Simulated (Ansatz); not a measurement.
Relaxation of CH₈FGeNSi (13 atoms, charge 0, multiplicity 1), to a largest force component of 0.015 eV/Å in at most 40 steps.

Theory: RKS PBE0/def2-SVP in Ansatz.

```xyz
13
Properties=species:S:1:pos:R:3
N -1.694 0.972 0.239
C -0.507 1.011 0.999
Si 0.925 0.433 -0.043
F 1.190 1.418 -1.400
Ge 0.643 -1.774 -0.697
H -2.223 1.919 0.319
H -2.319 0.234 0.529
H -0.258 2.059 1.360
H -0.612 0.361 1.921
H 2.185 0.524 0.802
H 0.454 -2.651 0.602
H -0.609 -1.856 -1.546
H 1.825 -2.221 -1.502
```

**Question.** Where does it end, and by what steps?

**Answer.** It converged. After 17 steps the energy has fallen by 0.448 eV; H6 moved furthest, 0.65 Å.

```json
{"step": "0", "energy less start (eV)": "0.0000", "largest force component (eV/Å)": "2.837", "accepted": "yes"}
{"step": "1", "energy less start (eV)": "-0.3059", "largest force component (eV/Å)": "1.308", "accepted": "yes"}
{"step": "2", "energy less start (eV)": "-0.3597", "largest force component (eV/Å)": "0.623", "accepted": "yes"}
{"step": "3", "energy less start (eV)": "-0.3782", "largest force component (eV/Å)": "0.453", "accepted": "yes"}
{"step": "4", "energy less start (eV)": "-0.4067", "largest force component (eV/Å)": "0.126", "accepted": "yes"}
{"step": "5", "energy less start (eV)": "-0.3997", "largest force component (eV/Å)": "0.807", "accepted": "no"}
{"step": "6", "energy less start (eV)": "-0.4208", "largest force component (eV/Å)": "0.134", "accepted": "yes"}
{"step": "7", "energy less start (eV)": "-0.4303", "largest force component (eV/Å)": "0.287", "accepted": "yes"}
{"step": "8", "energy less start (eV)": "-0.4383", "largest force component (eV/Å)": "0.145", "accepted": "yes"}
{"step": "9", "energy less start (eV)": "-0.3790", "largest force component (eV/Å)": "0.812", "accepted": "no"}
{"step": "10", "energy less start (eV)": "-0.4447", "largest force component (eV/Å)": "0.081", "accepted": "yes"}
{"step": "11", "energy less start (eV)": "-0.4472", "largest force component (eV/Å)": "0.050", "accepted": "yes"}
{"step": "12", "energy less start (eV)": "-0.3668", "largest force component (eV/Å)": "0.741", "accepted": "no"}
{"step": "13", "energy less start (eV)": "-0.4481", "largest force component (eV/Å)": "0.034", "accepted": "yes"}
{"step": "14", "energy less start (eV)": "-0.4470", "largest force component (eV/Å)": "0.255", "accepted": "no"}
{"step": "15", "energy less start (eV)": "-0.4483", "largest force component (eV/Å)": "0.025", "accepted": "yes"}
{"step": "16", "energy less start (eV)": "-0.4484", "largest force component (eV/Å)": "0.019", "accepted": "yes"}
{"step": "17", "energy less start (eV)": "-0.4485", "largest force component (eV/Å)": "0.014", "accepted": "yes"}
```

```xyz
13
Properties=species:S:1:pos:R:3
N -1.737 1.059 0.243
C -0.494 1.165 0.982
Si 0.973 0.446 0.048
F 1.317 1.361 -1.261
Ge 0.576 -1.776 -0.717
H -2.502 1.512 0.740
H -2.011 0.087 0.114
H -0.245 2.233 1.126
H -0.486 0.720 2.004
H 2.171 0.488 0.942
H 0.363 -2.712 0.491
H -0.689 -1.843 -1.595
H 1.766 -2.308 -1.535
```

Whether the end is a true minimum wasn't checked by a vibrational analysis.

Time of the run: 90 s on 2 threads of Arm Neoverse V2, on a shared host, peak memory 0.35 GiB.
